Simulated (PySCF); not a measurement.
```xyz
5
charge 0 multiplicity 1, angstrom
Ta    0.0000   -0.2629   -0.1860
O     0.0000   -1.6698   -1.1812
Br    2.0339   -0.3656    1.1798
Br   -2.0339   -0.3656    1.1798
Br    0.0000    1.6688   -1.6963
```

Computed with PBE/[Ta def2-SVP with ECP60, O def2-SVP, Br def2-SVP], scalar-relativistic core potentials, density fitting, no spin–orbit coupling, PySCF.

This geometry of TaOBr3 is a stationary point at this level.

Q: What is the point group?

A: C3v.

Q: Is it a minimum?

A: Yes: all harmonic wavenumbers are real.

Q: List the harmonic modes with their infrared intensities.

A: 
```json
{"symmetry": "e", "ω (cm⁻¹)": "63", "IR (km/mol, summed over degenerate members)": "0.1"}
{"symmetry": "a1", "ω (cm⁻¹)": "81", "IR (km/mol, summed over degenerate members)": "0.2"}
{"symmetry": "e", "ω (cm⁻¹)": "197", "IR (km/mol, summed over degenerate members)": "0.2"}
{"symmetry": "a1", "ω (cm⁻¹)": "242", "IR (km/mol, summed over degenerate members)": "2.8"}
{"symmetry": "e", "ω (cm⁻¹)": "290", "IR (km/mol, summed over degenerate members)": "83.3"}
{"symmetry": "a1", "ω (cm⁻¹)": "976", "IR (km/mol, summed over degenerate members)": "97.3"}
```

Q: What are the dipole moment and the gap between the highest occupied and lowest empty levels?

A: 1.64 D and 4.05 eV.

Q: What is the atomisation energy, with and without zero-point energy?

A: 2111 kJ/mol without, 2097 kJ/mol with.

In C3v the vibrations span 3e + 3a1.

Stability towards spin polarisation was not tested. Only a few start shapes were tried, so a lower isomer may exist. Spin–orbit coupling, left out here, can matter for elements this heavy.
